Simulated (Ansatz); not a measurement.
## Ansatz (development build ahead of 0.2.0) run

```yaml
crystal:
  periodic: [false, false, false]
  atoms:
    - { symbol: Ag, position_ang: [0.0, 0.0, 0.0] }
basis:
  gaussian: { orbitals: def2-TZVPP }
magnetization:
  spin_polarized: true
  initial_magnetization: 1
hamiltonian:
  xc: pbe
```

The input is written out in the form of the current development build from the run's settings. The basis set brings a core potential for Ag, so the total leaves out those core electrons.

Results

```json
{
  "Converged": "yes",
  "Total energy": "-146.98341 hartree",
  "Spin squared of the determinant": "0.751"
}
```
